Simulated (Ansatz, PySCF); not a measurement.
This Ansatz (a quantum-chemistry and plane-wave program) input computes a SVWN5/def2-TZVPD energy:

Ansatz 0.2 input:
```yaml
crystal:
  periodic: [false, false, false]
  atoms:
    - {symbol: Ge, position_ang: [-0.08275598, 0.53781547, 0.33165785]}
    - {symbol: Cl, position_ang: [1.82797786, -0.31650379, -0.26015654]}
    - {symbol: Cl, position_ang: [-1.66244819, -0.72097814, -0.47520065]}
    - {symbol: H, position_ang: [-0.16581297, 0.42709784, 1.88802085]}
basis:
  gaussian:
    orbitals: def2-TZVPD
hamiltonian:
  xc: {name: SVWN5}
magnetization: {spin_polarized: true, initial_magnetization: 1}
output: {forces: true}
```

Problem. Write an input for the same energy in PySCF and say what it gives.

Solution. 
```python
from pyscf import gto, scf, dft

mol = gto.M(
    atom='''
    Ge   -0.08275598    0.53781547    0.33165785
    Cl    1.82797786   -0.31650379   -0.26015654
    Cl   -1.66244819   -0.72097814   -0.47520065
    H    -0.16581297    0.42709784    1.88802085
    ''',
    basis='def2-tzvpd',
    charge=0,
    spin=1,
    verbose=4,
)

mf = dft.UKS(mol, xc='svwn').density_fit(auxbasis='def2-universal-jkfit')
mf.grids.level = 3
mf.conv_tol = 1e-9
mf.max_cycle = 100
mf.max_memory = 1500
mf.kernel()
if not mf.converged:
    mf = mf.newton()
    mf.kernel(mf.make_rdm1())
for _ in range(2):
    mo, _, stable, _ = mf.stability(return_status=True)
    if stable:
        break
    mf.kernel(mf.make_rdm1(mo, mf.mo_occ))
mf.analyze()
```
It gives -2991.96853 Eh, and Ansatz -2991.96848 Eh, a difference of 0.05 mEh, from the treatment of integrals and grids.

It need not be the lowest isomer of its formula.
